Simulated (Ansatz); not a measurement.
Cartesian coordinates in Å:
```
B -0.1859 0.1858 -2.2226
S -0.7252 -1.2108 -1.2721
Si 0.4055 -0.7838 0.5096
C -0.2850 0.6734 1.4205
Cl 0.2734 -2.4532 1.7025
H -0.6427 0.3118 -3.3160
H 0.6063 0.9681 -1.7859
H 1.8280 -0.6055 0.1437
H -0.2280 1.5695 0.7982
H -1.3295 0.4971 1.6847
H 0.2833 0.8474 2.3374
```

Total charge 0; spin multiplicity 1.

**Question.** List the PBE/def2-TZVPP orbital energies in eV (Ansatz 0.2.0). (Best estimate.)

**Answer.** The calculation gave: Occupied: -2739.01, -2396.05, -1781.03, -269.06, -249.59, -209.05, -190.28, -190.12, -190.12, -177.73, -155.14, -155.06, -155.06, -138.62, -95.43, -95.36, -95.29, -20.69, -18.65, -17.69, -13.02, -12.06, -10.71, -10.58, -9.69, -9.38, -9.18, -8.70, -8.02, -7.76, -7.34, -7.18. Lowest empty: -2.56, -0.53, -0.32, 0.20, 0.56, 1.12, 1.29, 1.61.
